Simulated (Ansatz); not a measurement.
Total energies of `C[N]=[W](=[O])([OH])[Cl]`.

```xyz
10

C    -0.085   -1.088   -1.425
N     0.093   -0.442   -0.175
W    -0.310    0.698    1.078
O    -1.622    1.636    0.529
O     1.181    1.815    1.374
Cl   -0.925   -0.499    2.925
H     0.836   -1.031   -2.014
H    -0.899   -0.635   -2.000
H    -0.314   -2.146   -1.267
H     2.044    1.691    0.975
```

Charge 0, multiplicity 1. Correlated methods include outer-core shells of W, which these sets cover unevenly. W takes the def2 core potential. The geometry is a stationary point of PBE0-D4/def2-TZVP. It is one conformer, not always the lowest. Basis def2-TZVPP, Ansatz.

RPA on PBE orbitals: Hartree–Fock energy of these orbitals -770.43314 Eh, correlation -2.29881 Eh (frozen core).

```json
{"functional": "LDA (SPW92)", "kind": "LDA", "energy without D4 (Eh)": "-769.87471", "D4 term (kJ/mol)": "–"}
{"functional": "PBE", "kind": "GGA", "energy without D4 (Eh)": "-772.92851", "D4 term (kJ/mol)": "-26.0"}
{"functional": "revPBE", "kind": "GGA", "energy without D4 (Eh)": "-773.25686", "D4 term (kJ/mol)": "-68.0"}
{"functional": "BLYP", "kind": "GGA", "energy without D4 (Eh)": "-773.27826", "D4 term (kJ/mol)": "-55.0"}
{"functional": "r2SCAN", "kind": "meta-GGA", "energy without D4 (Eh)": "-773.22305", "D4 term (kJ/mol)": "-6.4"}
{"functional": "B97M-V", "kind": "meta-GGA with VV10", "energy without D4 (Eh)": "-773.15974", "D4 term (kJ/mol)": "–"}
{"functional": "PBE0", "kind": "global hybrid, 25 % exact exchange", "energy without D4 (Eh)": "-772.89264", "D4 term (kJ/mol)": "-22.3"}
{"functional": "B3LYP", "kind": "global hybrid, 20 %", "energy without D4 (Eh)": "-773.36876", "D4 term (kJ/mol)": "-42.0"}
{"functional": "r2SCANh", "kind": "meta-GGA hybrid, 10 %", "energy without D4 (Eh)": "-773.17337", "D4 term (kJ/mol)": "-6.9"}
{"functional": "r2SCAN0", "kind": "meta-GGA hybrid, 25 %", "energy without D4 (Eh)": "-773.10107", "D4 term (kJ/mol)": "-7.7"}
{"functional": "HSE06 (plane-wave form)", "kind": "screened hybrid", "energy without D4 (Eh)": "-772.87329", "D4 term (kJ/mol)": "-21.1"}
{"functional": "BHLYP", "kind": "global hybrid, 50 %", "energy without D4 (Eh)": "-773.03677", "D4 term (kJ/mol)": "-35.9"}
{"functional": "CAM-B3LYP", "kind": "range-separated hybrid", "energy without D4 (Eh)": "-773.19193", "D4 term (kJ/mol)": "-23.1"}
{"functional": "LC-ωPBE", "kind": "long-range corrected hybrid", "energy without D4 (Eh)": "-773.05551", "D4 term (kJ/mol)": "–"}
{"functional": "ωB97X-V", "kind": "range-separated hybrid GGA with VV10", "energy without D4 (Eh)": "-773.13353", "D4 term (kJ/mol)": "–"}
{"functional": "ωB97M-V", "kind": "range-separated hybrid meta-GGA with VV10", "energy without D4 (Eh)": "-773.12246", "D4 term (kJ/mol)": "–"}
{"functional": "B2PLYP", "kind": "double hybrid", "energy without D4 (Eh)": "-772.92313", "D4 term (kJ/mol)": "–"}
{"functional": "PBE-QIDH", "kind": "double hybrid", "energy without D4 (Eh)": "-772.68131", "D4 term (kJ/mol)": "–"}
```

B3LYP takes the VWN-RPA correlation (the form of Gaussian; ORCA's B3LYP/G). HSE06 is the plane-wave form, built on full-range PBE exchange. The double hybrids freeze the cores in their second-order part.

LC-ωPBE has ω = 0.4 bohr⁻¹.
